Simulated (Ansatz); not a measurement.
The same path of C₂H₇BSi (11 atoms, charge 0, multiplicity 1) was run twice with different band settings. The coordinate that changes most is the dihedral H8–B3–Si4–H10.

Method: Ansatz, RKS PBE/def2-SVP.

Relaxed end points:

```xyz
11
Properties=species:S:1:pos:R:3
C 0.186 2.294 -0.212
C 0.188 1.046 0.326
B -0.152 -0.195 -0.533
Si -0.142 -2.075 0.226
H 0.429 3.201 0.371
H -0.064 2.448 -1.277
H 0.447 0.961 1.399
H -0.433 0.002 -1.705
H 1.211 -2.394 0.825
H -0.469 -3.164 -0.762
H -1.135 -2.180 1.363
```

```xyz
11
Properties=species:S:1:pos:R:3
C 0.047 2.328 -0.091
C 0.039 1.070 0.428
B -0.043 -0.172 -0.489
Si -0.025 -2.094 0.143
H 0.112 3.236 0.536
H -0.009 2.488 -1.182
H 0.099 0.977 1.528
H -0.114 0.026 -1.694
H -1.231 -2.839 -0.383
H 0.003 -2.272 1.642
H 1.187 -2.804 -0.419
```

Common settings: spring 5.0 eV/Å²; optimiser quadratic models (default); start path IDPP; force threshold 0.05 eV/Å; iteration limit 60; end points relaxed.

| run | movable images | climbing image |
| --- | --- | --- |
| 1 | 9 | yes |
| 2 | 6 | no |

**Question.** What does each run give, and how far can it be trusted?

**Answer.** Run 1: converged after 6 iterations, highest image 0.000 eV above the first end. The highest image is an end point: on this band no image between the ends rises above it. Between wells the path still climbs a hump at image 7, 0.02 eV above the well before it.
Run 2: converged after 6 iterations, highest image 0.000 eV above the first end. The highest image is an end point: on this band no image between the ends rises above it. Between wells the path still climbs a hump at image 5, 0.02 eV above the well before it.
